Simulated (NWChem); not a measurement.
Molecule: C2H4ClF; SMILES C[C@@H](F)Cl

Results from NWChem. Pople sets run with spherical d functions. Each level has its own optimisation; frequencies are unscaled. Brackets give each atom's bonded neighbours.

For level LDA (Slater exchange, VWN5)/def2-SVP:

| Item | Value |
|---|---|
| r C–H [C(CClFH)–H(C)] (Å) | 1.114 |
| zero-point energy (kcal/mol) | 35.8 |
| dipole (D) | 1.95 |

**Question.** Estimate the same quantities for level B3LYP/6-31G*.

**Answer.** 
| Item | Result |
|---|---|
| r C–H [C(CClFH)–H(C)] (Å) | 1.092 |
| zero-point energy (kcal/mol) | 37.3 |
| dipole (D) | 2.29 |
